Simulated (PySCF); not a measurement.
How methods differ on the excitation energy of Mn

Mn [Ar] 3d5 4s2 (6S) → Mn [Ar] 3d7 (4F), as a difference of total energies. Calculation: PySCF 2.14, in def2-QZVPPD (11s6p5d4f2g, 100 functions); no relativity, point nucleus. Correlated levels: valence: [Ar] frozen. The calculations carry no spin-orbit coupling.

```csv
method,excitation energy (eV)
UHF,8.685
MP2 (valence),5.642
SCS-MP2 (valence),5.359
CCSD (valence),6.274
CCSD(T) (valence),5.973
```

**Question.** How much does correlation contribute at CCSD(T) (valence)?

**Answer.** 5.973 − (8.685) = -2.712 eV, measured against UHF.

A first-order spin-orbit estimate (lowest level to lowest level, LS coupling) adds -0.059 eV.

The coupled-cluster amplitudes are large for the upper state (T1 above 0.03 or a double amplitude above 0.15), so a single reference is strained.
